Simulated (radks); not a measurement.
Question: All-electron atom: Ne in [Ne]. Calculated with a radial shooting solver on a logarithmic mesh with Libxc functionals: scalar-relativistic Kohn-Sham, SCAN, spin-unpolarised, spherical densities, finite nucleus; meta-GGA in the generalised Kohn-Sham scheme; Fermi nuclear charge, rms radius 3.0055 fm. Some entries of the table are withheld. Estimate them.

| orbital | occ. | eigenvalue (Ry) | <1/r> (bohr^-1) | <r> (bohr) |
|---|---|---|---|---|
| 1s | 2 | (1) | (2) | (3) |
| 2s | 2 | -2.82900 | 1.640 | 0.8946 |
| 2p | 6 | (4) | (5) | (6) |

Answer: 
(1) 1s eigenvalue (Ry): -61.57318
(2) 1s <1/r> (bohr^-1): 9.629
(3) 1s <r> (bohr): 0.1579
(4) 2p eigenvalue (Ry): -1.02745
(5) 2p <1/r> (bohr^-1): 1.440
(6) 2p <r> (bohr): 0.9731
